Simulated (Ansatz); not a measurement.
Gas-phase electronic energies from Ansatz, PBE0-D4/def2-TZVP geometries. CBS: MP2 limit from def2 TZ/QZ plus the TZ coupled-cluster correction, frozen cores. This one scheme is used for every species. For Ge outer-core shells are correlated without core-valence functions, which leaves a few kJ/mol of doubt a bond. Scalar relativity is left out up to krypton. Each species was taken in one conformer, which may not be the lowest.

Reaction (hydrogenolysis of the Si–O bond): `[OH][GeH2][O][SiH](O)O` + H₂ → `O[SiH2]O` + `[OH][GeH2][OH]`

```csv
species,CCSD(T)/CBS(def2) energy (Eh)
`[OH][GeH2][O][SiH](O)O`,-2669.71245
H₂,-1.17544
`O[SiH2]O`,-441.92975
`[OH][GeH2][OH]`,-2228.90876
```

Work out ΔE.

ΔE = (-441.92975) + (-2228.90876) − (-2669.71245) − (-1.17544) = 0.04938 Eh = +31.0 kcal/mol.

Largest T1 diagnostic among the species: 0.012.

In def2-TZVPP, CCSD(T) changes the Hartree–Fock value by +2.4 kcal/mol (the triples alone add +0.7 kcal/mol) and MP2 by +3.4 kcal/mol. From PBE to PBE0 (25 % exact exchange), in def2-TZVPP and without D4, ΔE moves by +1.2 kcal/mol. The D4 term adds +3.8 kcal/mol with B3LYP and +2.1 kcal/mol with PBE0; it sums over pairs of atoms, weighted by their polarisabilities, and B3LYP, whose exchange is more repulsive, gets the larger term.

B3LYP here is the variant with VWN-RPA as its local correlation; programs differ in this.
